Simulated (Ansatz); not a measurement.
A structure drawn as `[CH]=C[SiH2]C`, with this starting geometry:

```xyz
11

C    -2.027    0.591   -0.341
C    -1.224    0.515    0.690
Si    0.562    0.462    0.404
C     1.103   -0.984   -0.567
H    -2.769    0.590   -1.117
H    -1.579    0.518    1.721
H     0.963    1.715   -0.408
H     1.246    0.590    1.663
H     0.861   -1.896    0.077
H     0.655   -1.085   -1.483
H     2.210   -1.017   -0.638
```

Charge 0, multiplicity 2.

Does it keep its bonds when Ansatz relaxes it at PBE-D4/def2-SVP and then PBE0-D4/def2-TZVP?

Yes, every drawn bond is still there and no new one forms.

Give the relaxed structure. (An estimate is asked.)

Computed: 
Z-matrix (Å, degrees):
```
Si
C 1 1.880
C 1 1.868 2 111.1
H 1 1.488 2 109.4 3 121.7
H 1 1.490 2 107.6 3 -121.0
C 2 1.301 1 122.0 3 -63.1
H 2 1.098 1 118.4 3 116.2
H 3 1.092 1 110.1 2 59.2
H 3 1.092 1 110.8 2 -60.4
H 3 1.093 1 110.9 2 179.2
H 6 1.082 2 140.0 1 179.5
```
The lowest mode is -85 cm⁻¹.

Atoms count as bonded under 1.1 times the sum of their covalent radii (H–H under 0.85 Å, pairs among N, O and F under 1.55 Å), and a drawn bond as lost past 1.3 times.
